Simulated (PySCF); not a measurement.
## Fractional electron number in Lu (lutetium, neutral)

The 5d alpha orbital of [Xe] 4f14 5d1 6s2 is emptied in steps (occupation f), with all orbitals relaxed, ending at [Xe] 4f14 6s2. Calculation: PySCF 2.14, in def2-SVP with the def2 core potential (28 electrons) (10s7p4d3f1g, 81 functions); scalar relativity through the core potential. The exact energy is a straight line in f; departures are measured from the line between the end points of the same method.

```tsv
f	BHandHLYP (eV)	wB97X (eV)	r2SCAN0 (eV)
1	0.000	0.000	0.000
0.8	-0.241	-0.058	-0.387
0.6	-0.367	-0.095	-0.581
0.4	-0.372	-0.103	-0.578
0.2	-0.250	-0.074	-0.383
0	0.000	0.000	0.000
```

```json
{"method": "BHandHLYP", "E(f=0) − E(f=1) (eV)": "5.163", "−ε at f=1 (eV)": "3.675", "−ε at f=0.4 (eV)": "5.451"}
{"method": "wB97X", "E(f=0) − E(f=1) (eV)": "5.088", "−ε at f=1 (eV)": "4.753", "−ε at f=0.4 (eV)": "5.134"}
{"method": "r2SCAN0", "E(f=0) − E(f=1) (eV)": "5.622", "−ε at f=1 (eV)": "3.209", "−ε at f=0.4 (eV)": "6.123"}
```

Orbital energy along the path (eV):

```csv
f,BHandHLYP,wB97X,r2SCAN0
1,-3.675,-4.753,-3.209
0.8,-4.241,-4.843,-4.166
0.6,-4.834,-4.970,-5.145
0.4,-5.451,-5.134,-6.123
0.2,-6.089,-5.338,-7.063
0,-6.743,-5.583,-8.016
```

Reference removal energy between the ground levels: 5.426 eV (measured; NIST Atomic Spectra Database, ionization energies). The calculation has no spin-orbit coupling.
